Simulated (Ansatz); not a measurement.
`CO[Si]Cl` → `[CH2]` (triplet) + `O[Si]Cl` at 500 K and 1 bar (formal loss of a carbene).

Calculated with Ansatz (gas phase, PBE0-D4/def2-TZVP geometries, no zero-point term in ΔE). CCSD(T)/CBS is the MP2 limit (def2-TZVPP, def2-QZVPP) plus CCSD(T) − MP2 in def2-TZVPP, frozen cores. This one scheme is used for every species. Triplets are unrestricted, without spin–orbit coupling. One conformer a species, not always the lowest.

```json
{"species": "`CO[Si]Cl`", "CCSD(T)/CBS energy (Eh)": "-863.93892", "H − E (kJ/mol)": "150.1", "S (J/(mol·K))": "365.4"}
{"species": "`[CH2]` (triplet)", "CCSD(T)/CBS energy (Eh)": "-39.09499", "H − E (kJ/mol)": "62.7", "S (J/(mol·K))": "213.9"}
{"species": "`O[Si]Cl`", "CCSD(T)/CBS energy (Eh)": "-824.69782", "H − E (kJ/mol)": "65.7", "S (J/(mol·K))": "310.9"}
```

H − E and S are ideal-gas, rigid-rotor, harmonic terms from PBE0-D4/def2-TZVP, for one conformer and one mirror image of each species, with the whole ground term of open shells counted as degenerate. 1 Eh = 2625.50 kJ/mol, R = 8.31446 J/(mol·K).

Q: By hand: ΔE, ΔH, ΔS and ΔG.

A: ΔE = (-39.09499) + (-824.69782) − (-863.93892) = 0.14611 Eh = 383.6 kJ/mol. Δ(H − E) = 62.7 + 65.7 − 150.1 = -21.7, so ΔH = 361.9 kJ/mol. ΔS = 213.9 + 310.9 − 365.4 = 159.4 J/(mol·K). ΔG = 361.9 − 500 × (159.4)/1000 = 282.2 kJ/mol.

Q: By hand: the equilibrium constant, and the temperature at which ΔG would vanish if ΔH and ΔS stayed fixed.

A: log₁₀ K = −ΔG/(RT ln 10) = -29.5. ΔG = 0 at ΔH/ΔS = 2270 K.

The number of gas molecules changes by +1, which sets the sign of ΔS. A doubt of 5 kJ/mol in ΔE shifts log₁₀ K by 0.5 here. Other conformers and mirror images would add mixing entropy, several J/(mol·K) or more a flexible species. A triplet takes part, so the spin changes. These are equilibria of isolated gas molecules and say nothing of rates. Largest T1 diagnostic: 0.014 (customary marks: 0.02 for closed shells, 0.045 for open ones).
